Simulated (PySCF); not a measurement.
Does the structure fit the spectrum?

A compound C₅H₁₀OSi₃ gives the data below (simulated from a calculation) and was assigned the structure `C#C[Si@@H](C)[Si@H](C#C)O[SiH3]`.

13C{1H} NMR (computed): δ 101.8 (CH, 2C), 90.7 (C, 2C), -11.4 (CH3).

1H NMR (400 MHz, computed): δ 5.15 (s, 3H), 4.03 (q, 2H), 2.09 (s, 2H), 0.18 (t, 3H).

Method: structure optimised with GFN2-xTB, GIAO PBE0/pcSseg-1 shieldings, in PySCF (non-relativistic Hamiltonian, in vacuum, equivalent nuclei averaged, single conformer).

δ = σ(ref) − σ, references computed at the same level: 1H (σ = 31.72 ppm), 13C (σ = 186.93 ppm) against TMS.

(1) Compare with the shifts computed for the proposed structure, pairing carbons in order of shift.

(2) Which isomer fits?

Results:

(1) Mapped SMILES: `[CH:1]#[C:2][Si@@H:3]([CH3:4])[Si@H:5]([C:6]#[CH:7])[O:8][SiH3:9]` (H(Xn): hydrogen on atom n).

```csv
atom,computed for proposal,given list,difference
C1,105.9,101.8,+4.1
C7,104.8,101.8,+3.0
C6,90.4,90.7,-0.3
C2,87.9,90.7,-2.8
C4,-5.8,-11.4,+5.6
```

The rms difference is 3.6 ppm and the largest +5.6 ppm at C4 (methyl carbon bonded to Si). The proposal also would give 5 carbon signals, not 3. The proposal doesn't fit.

(2) SMILES C#C[Si](C#C)(O[SiH3])[SiH2]C.

- Carbon types of the structure: 2 × C, 2 × CH, 1 × CH3, leaving 5 H on heteroatoms.
- δC 101.8: terminal alkyne carbon; the triple bond shields along its axis, which puts it between sp3 and sp2 carbons.
- δC 90.7: alkyne carbon; sp carbons lie upfield of alkene carbons because the cylindrical π system leaves one tensor component strongly shielded.
- δH 2.09: hydrogen on a terminal alkyne carbon; it lies on the axis of the triple bond, in its shielding cone.
- δH 0.18: hydrogen on a methyl carbon bonded to Si; an electropositive neighbour shields it, as in TMS itself.

The data come from this structure; uniqueness wasn't tested.

Shifts are as computed. Against solution values, carbons near 30 ppm lie about +3 ppm off and those near 130 ppm about +5 ppm. Of 1211 compounds with measured shifts, 218 miss one by over three times the rms of a fit or turn the order of signals round; such compounds aren't used in these exercises. Multiplicities follow the n + 1 count of equivalent neighbours, as no J values were calculated; m marks all less simple cases, F and P coupling included.
